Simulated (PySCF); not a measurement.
## How methods differ on the excitation energy of Pb⁺

Pb⁺ [Xe] 4f14 5d10 6s2 6p1 (2P) → Pb⁺ [Xe] 4f14 5d10 6s1 6p2 (4P), as a difference of total energies. All numbers are calculated (PySCF 2.14, the spin-free X2C one-electron Hamiltonian (Gaussian nucleus), in x2c-TZVPPall with one added diffuse shell each of s, p, d, f type (12s8p7d4f, 99 functions)). Correlated levels: valence: [Xe] 4f14 5d10 frozen. The calculations carry no spin-orbit coupling.

```
           method  excitation energy (eV)
              UHF                   6.034
    MP2 (valence)                   6.591
SCS-MP2 (valence)                   6.802
   CCSD (valence)                   6.758
CCSD(T) (valence)                   6.767
```

Task: How much does correlation contribute at CCSD(T) (valence)?

Result: 6.767 − (6.034) = 0.733 eV, measured against UHF.

Spin-orbit coupling is strong in these open shells (close to jj coupling). The scalar numbers leave it out and a first-order estimate fails, so it can dominate the gap to the real levels.
